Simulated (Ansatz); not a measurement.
Relaxation of ClFIIn (4 atoms, charge 0, multiplicity 1), to a largest force component of 0.02 eV/Å in at most 40 steps.

Method: Ansatz 0.2.0, RKS BHLYP/def2-SVP.

```xyz
4
Properties=species:S:1:pos:R:3
F 0.556 1.217 1.275
In -0.173 -0.354 -0.006
Cl 1.472 -2.081 0.308
I -1.799 1.158 -1.596
```

Question: Where does it end, and by what steps?

Answer: The forces met the threshold. After 4 steps the energy has fallen by 0.876 eV; In2 moved furthest, 0.44 Å.

| step | energy less start (eV) | largest force component (eV/Å) | accepted |
| --- | --- | --- | --- |
| 0 | 0.0000 | 2.542 | yes |
| 1 | -0.6701 | 0.788 | yes |
| 2 | -0.8470 | 0.234 | yes |
| 3 | -0.8757 | 0.067 | yes |
| 4 | -0.8760 | 0.006 | yes |

```xyz
4
Properties=species:S:1:pos:R:3
F 0.605 1.213 1.489
In 0.067 0.007 0.074
Cl 1.144 -2.048 0.080
I -1.761 0.767 -1.663
```

The run took 22 s on 1 thread of Arm Neoverse V1 (shared host), peak memory 0.17 GiB.
